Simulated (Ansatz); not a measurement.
The molecule SN, multiplicity 2 (the spin of the measured ground state). The T1 diagnostic near the minimum is 0.063, so single-reference values are doubtful.

D_e counts from the fitted minimum to each atom's lowest state at the same level, without counterpoise.

Codes used: Ansatz (Gaussian orbitals). Each number belongs to the level named beside it.

```csv
level,bond energy D_e (kcal/mol)
SVWN5/def2-TZVPP,(withheld)
PBE/def2-TZVPP,(withheld)
r2SCAN/def2-TZVPP,112.70
B97M-V/def2-TZVPP,113.21
B3LYP/def2-TZVPP,114.28
PBE0/def2-TZVPP,112.14
CAM-B3LYP/def2-TZVPP,111.51
wB97X-V/def2-TZVPP,114.12
wB97M-V/def2-TZVPP,114.49
```

Complete the blanks.


- SVWN5/def2-TZVPP, bond energy D_e (kcal/mol): 149.08
- PBE/def2-TZVPP, bond energy D_e (kcal/mol): 128.41

Ansatz is a first-principles code.
